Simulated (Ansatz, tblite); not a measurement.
Removing and adding an electron: Ge2Cl2 (the lowest singlet isomer of a short search). Total charge 0; singlet. Geometry: PBE-D4/def2-SVP. Ansatz, gas phase; energy differences of separate SCF runs; the oxidised species was run as a doublet alone; the reduced species was run as a doublet alone.

Cartesian coordinates in Å:
```
Ge 1.000 0.858 0.559
Ge 0.144 -0.688 -1.247
Cl 0.090 -1.368 1.128
Cl -1.233 1.198 -0.440
```

The xTB rows come from tblite. The structure comes from a short search, and lower isomers may exist.

```json
{"level": "GFN1-xTB", "−HOMO (eV)": "9.07", "vertical IE (eV)": "11.58", "−LUMO (eV)": "6.88", "vertical EA (eV)": "4.50", "HOMO–LUMO gap (eV)": "2.19", "IE − EA (eV)": "7.08", "remarks": "–"}
{"level": "GFN2-xTB", "−HOMO (eV)": "8.92", "vertical IE (eV)": "12.12", "−LUMO (eV)": "6.57", "vertical EA (eV)": "3.36", "HOMO–LUMO gap (eV)": "2.34", "IE − EA (eV)": "8.76", "remarks": "–"}
{"level": "PBE-D4/def2-TZVP", "−HOMO (eV)": "5.06", "vertical IE (eV)": "7.80", "−LUMO (eV)": "2.61", "vertical EA (eV)": "–", "HOMO–LUMO gap (eV)": "2.45", "IE − EA (eV)": "–", "remarks": "–"}
{"level": "PBE-D4/def2-TZVPD", "−HOMO (eV)": "5.11", "vertical IE (eV)": "–", "−LUMO (eV)": "2.71", "vertical EA (eV)": "0.48", "HOMO–LUMO gap (eV)": "2.40", "IE − EA (eV)": "–", "remarks": "HOMO above zero (-1 doublet)"}
{"level": "r2SCAN-D4/def2-TZVP", "−HOMO (eV)": "5.33", "vertical IE (eV)": "7.89", "−LUMO (eV)": "2.51", "vertical EA (eV)": "–", "HOMO–LUMO gap (eV)": "2.82", "IE − EA (eV)": "–", "remarks": "–"}
{"level": "r2SCAN-D4/def2-TZVPD", "−HOMO (eV)": "5.34", "vertical IE (eV)": "–", "−LUMO (eV)": "2.55", "vertical EA (eV)": "0.47", "HOMO–LUMO gap (eV)": "2.80", "IE − EA (eV)": "–", "remarks": "HOMO above zero (-1 doublet)"}
{"level": "PBE0-D4/def2-TZVP", "−HOMO (eV)": "6.00", "vertical IE (eV)": "7.90", "−LUMO (eV)": "1.86", "vertical EA (eV)": "–", "HOMO–LUMO gap (eV)": "4.15", "IE − EA (eV)": "–", "remarks": "–"}
{"level": "PBE0-D4/def2-TZVPD", "−HOMO (eV)": "6.02", "vertical IE (eV)": "–", "−LUMO (eV)": "1.95", "vertical EA (eV)": "0.42", "HOMO–LUMO gap (eV)": "4.08", "IE − EA (eV)": "–", "remarks": "HOMO above zero (-1 doublet)"}
```

   A HOMO above zero means that the electron is unbound at that level or that self-interaction error raises the level; the energy of removing that electron tells which. Raw xTB energy differences between charge states are shifted by several eV; the methods need an empirical correction for them.
